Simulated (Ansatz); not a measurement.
Ansatz (an electronic-structure program) input (B3LYP/6-31G*):

Ansatz 0.2 input:
```yaml
crystal:
  periodic: [false, false, false]
  atoms:
    - {symbol: N, position_ang: [-1.11015502, 0.28719633, 0.24614581]}
    - {symbol: C, position_ang: [0.04175689, -0.02861703, 0.00276081]}
    - {symbol: O, position_ang: [1.15683422, -0.20070311, -0.32299884]}
    - {symbol: H, position_ang: [-1.73412995, -0.23304728, 0.84440519]}
basis:
  gaussian:
    orbitals: 6-31G*
hamiltonian:
  xc: {name: B3LYP}
phonons: {temperatures: {t_min: 298.15, t_max: 298.15, t_step: 100}}
```

### Question
Which harmonic wavenumbers does it give?

### Answer
562, 611, 800, 1338, 2355, 3678 cm⁻¹ (unscaled; negative means imaginary).
